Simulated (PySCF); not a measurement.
2-fluoropyridine, C₅H₄FN.
SMILES with atom numbers: `[F:1][c:2]1[cH:3][cH:4][cH:5][cH:6][n:7]1` (hydrogens: H8 on C3; H9 on C4; H10 on C5; H11 on C6)

The closed-shell ground state was solved at several levels (PySCF, density fitting, gas phase, non-relativistic). Isolated species at its PBE0-D3(BJ)/def2-TZVP geometry, gas phase.

```csv
level,basis functions,total energy (Eh),HOMO (eV),LUMO (eV),gap (eV),dipole (D)
B97-2/pcSseg-2,308,-347.5421,-7.44,-1.18,6.26,3.29
PBE0/pcJ-2,453,-347.2899,-7.69,-1.14,6.55,3.31
B97-2/pcJ-2,453,-347.5569,-7.44,-1.18,6.26,3.29
KT3/pcSseg-2,308,-352.8335,-6.63,-1.98,4.65,3.11
B3LYP/pcJ-2,453,-347.6827,-7.49,-1.35,6.14,3.34
wB97X-D/pcSseg-2,308,-347.5445,-9.46,0.63,10.09,3.36
```

(1) What might PBE0/pcSseg-2 (308 basis functions) give for the same quantities?

(2) Over all these levels, which gives the widest orbital gap and which the narrowest?

(3) In the pcSseg-2 basis, how does the gap go with the fixed share of exact exchange?

(4) How far do the dipole and the HOMO energy spread over the levels?

Answers

(1) Total energy -347.2766 Eh, HOMO -7.70 eV, LUMO -1.14 eV, gap 6.56 eV, dipole 3.31 D.

(2) wB97X-D/pcSseg-2 (range-separated hybrid) has the widest, 10.09 eV, and KT3/pcSseg-2 (GGA) the narrowest, 4.65 eV. The two share the basis. From the narrowest to the widest the HOMO moves by -2.83 eV and the LUMO by +2.61 eV.

(3) KT3 (0 %) 4.65 eV; B97-2 (21 %) 6.26 eV; PBE0 (25 %) 6.56 eV. Each rise in the share widens the gap here.

(4) The dipole runs from 3.11 to 3.36 D (mean 3.29 D) and the HOMO from -9.46 to -6.63 eV.

wB97X-D is run here without its empirical dispersion term; that term would change no orbital, density or response property at a fixed geometry.
